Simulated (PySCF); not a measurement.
Isomers of CH12O2Si5, one GFN2-xTB conformer each. Single-point energies are computed at PBE0/pcSseg-1 (PySCF, gas phase, no added dispersion term), electronic only.

**Question.** Rank them by PBE0/pcSseg-1 energy, lowest first (kcal/mol).
A. `[O:1]=[CH:2][Si@H:3]([SiH3:4])[SiH2:5][SiH2:6][O:7][SiH3:8]` with O1–C2–Si3–Si4 97°, C2–Si3–Si5–Si6 35°, Si3–Si5–Si6–O7 156°, Si5–Si6–O7–Si8 -60°
B. `[CH3:1][Si@:2]1([O:3][SiH3:4])[SiH2:5][O:6][SiH2:7][SiH2:8]1` with C1–Si2–O3–Si4 -172°

**Answer.** B (0.0), A (71.3).

As drawn, the higher has a C=O bond, which the lower lacks. GFN2-xTB itself gives, in the same order: 0.0, 87.2. Both levels put the same isomer lowest.

**Question.** Which frontier levels, dipoles and rotational constants go with these structures?

**Answer.** 
```tsv
SMILES	HOMO (eV, PBE0/pcSseg-1)	LUMO (eV)	dipole (D)	A, B, C (MHz)
C[Si@]1(O[SiH3])[SiH2]O[SiH2][SiH2]1	-7.09	-1.18	1.66	1097, 566.6, 554.8
O=C[Si@H]([SiH3])[SiH2][SiH2]O[SiH3]	-7.39	-1.98	2.56	1365, 395.1, 362.6
```
